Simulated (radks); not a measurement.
Results of a calculation; reference values are marked as such.
Q: The neodymium ion Nd48+, configuration [Ne] 3s2. Level of theory: scalar-relativistic Kohn-Sham, r2SCAN, spin-polarised, spherical densities, finite nucleus; meta-GGA in the generalised Kohn-Sham scheme; Fermi nuclear charge, rms radius 4.9123 fm (a radial shooting solver on a logarithmic mesh with Libxc functionals). Some entries of the table are withheld. Estimate them.

| orbital | occ. | eigenvalue (hartree) | r(max) (bohr) | <r^2> (bohr^2) |
|---|---|---|---|---|
| 1s | 2 | (1) | 0.01509 | 0.0007589 |
| 2s | 2 | -377.1840 | 0.08477 | 0.01159 |
| 2p | 6 | -350.8857 | 0.06822 | 0.009206 |
| 3s | 2 | -153.2756 | 0.2269 | 0.06474 |
| 3p | 0 | -145.1689 | 0.2187 | 0.06174 |
| 4s | 0 | -80.95380 | (2) | 0.2148 |

A: 
(1) 1s eigenvalue (hartree): -1722.734
(2) 4s r(max) (bohr): 0.4426
